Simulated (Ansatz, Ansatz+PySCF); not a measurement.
```xyz
5

C     0.0000   -0.4063   -0.0945
O     0.0000   -0.3624    1.1006
O     0.0000    0.6540   -0.9005
H     0.0000   -1.3371   -0.7000
H     0.0000    1.4426   -0.3332
```

Basis set: def2-SVP (spherical functions). Left uncorrelated: 3 orbitals. Charge 0, multiplicity 1.

Computed with Ansatz (development build ahead of 0.2.0); each method stands on the lowest determinant of its kind that the runs found. Restricted open shells among the atoms or ions are ROHF, correlated in semicanonical orbitals with singles. Restricted functionals stand beside restricted open-shell atoms, which can lie above the unrestricted atoms usual in DFT and then raise those values.

The atomization energy at this shape (free ground-state atoms in the same class of orbitals less the molecule, no zero-point energy) of singlet CH₂O₂:

```tsv
method	atomization energy
ωB97X (restricted)	22.06 eV
ωB97X (unrestricted)	21.83 eV
r²SCAN (unrestricted)	22.00 eV
PBE (unrestricted)	22.89 eV
PBE (restricted)	23.02 eV
PBE0 (unrestricted)	21.90 eV
PBE0 (restricted)	22.07 eV
RHF-CCSD(T)	20.55 eV
RHF-MP2	21.23 eV
RHF	14.95 eV
UHF	14.57 eV
```

What does r²SCAN (restricted) give?

22.25 eV.
